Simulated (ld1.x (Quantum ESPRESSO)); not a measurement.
## Scattering properties, RRKJ potential for germanium

* Element: Ge
* Generator: ld1.x (Quantum ESPRESSO) 7.5
* Type: norm-conserving RRKJ (Kleinman–Bylander form)
* Functional: PBEsol
* Relativity: scalar-relativistic
* Frozen core: [Ne] 3s2
* Valence charge: 20
* Reference configuration: 3p6 3d10 4s2 4p2
* Partial waves: 3p (bound): rc 0.90 bohr; 3d (bound): rc 1.25 bohr; 4s (bound): rc 1.55 bohr
* Local potential: the s channel
* Core correction: none

Occupied shells without a wave of their own: 4p. They enter only through the test configuration that unscreens the potential.

The phase is arctan(r·u′/u) with u = r·R(r), unwrapped; energies in Ry, scanned from -10 to 5 Ry. A pole is an energy at which the radial function vanishes at the test radius. The pseudo phase is shifted by a multiple of π to meet the all-electron one at the reference energy, and phase errors are pseudo minus all-electron; the curves can meet again beyond the range given. Levels narrower than the energy grid can be missing from the lists of poles.

| channel | radius (bohr) | reference energy (Ry) | poles, all-electron | poles, pseudo | unbroken range about the reference energy with phases within 0.05 rad | phase error 1 Ry above the reference energy (rad) |
| --- | --- | --- | --- | --- | --- | --- |
| s | 1.70 | -0.86 | 4.92 | 4.23 | the whole range | -0.007 |
| p | 1.70 | -8.48 | -8.40 | -8.40 | below -2.8 | +0.006 |
| d | 1.70 | -2.15 | -1.87 | -1.86 | below -0.1 | +0.024 |

The potential misses its own reference levels by up to 1.5 eV, so it is not fit for use.

Phases in the s channel:

| E (Ry) | all-electron | pseudo |
| --- | --- | --- |
| -10.00 | 1.367 | 1.358 |
| -9.52 | 1.359 | 1.351 |
| -9.04 | 1.351 | 1.344 |
| -8.56 | 1.342 | 1.335 |
| -8.08 | 1.332 | 1.326 |
| -7.60 | 1.322 | 1.316 |
| -7.12 | 1.310 | 1.304 |
| -6.64 | 1.296 | 1.291 |
| -6.16 | 1.281 | 1.276 |
| -5.68 | 1.263 | 1.258 |
| -5.20 | 1.242 | 1.236 |
| -4.72 | 1.216 | 1.210 |
| -4.24 | 1.184 | 1.179 |
| -3.76 | 1.144 | 1.139 |
| -3.28 | 1.091 | 1.086 |
| -2.80 | 1.020 | 1.015 |
| -2.32 | 0.918 | 0.914 |
| -1.84 | 0.764 | 0.760 |
| -1.36 | 0.519 | 0.517 |
| -0.88 | 0.139 | 0.139 |
| -0.40 | -0.335 | -0.337 |
| 0.08 | -0.738 | -0.745 |
| 0.56 | -1.002 | -1.013 |
| 1.04 | -1.169 | -1.183 |
| 1.52 | -1.279 | -1.294 |
| 2.00 | -1.356 | -1.373 |
| 2.48 | -1.413 | -1.433 |
| 2.96 | -1.456 | -1.479 |
| 3.44 | -1.492 | -1.518 |
| 3.92 | -1.521 | -1.551 |
| 4.40 | -1.547 | -1.581 |
| 4.88 | -1.569 | -1.609 |
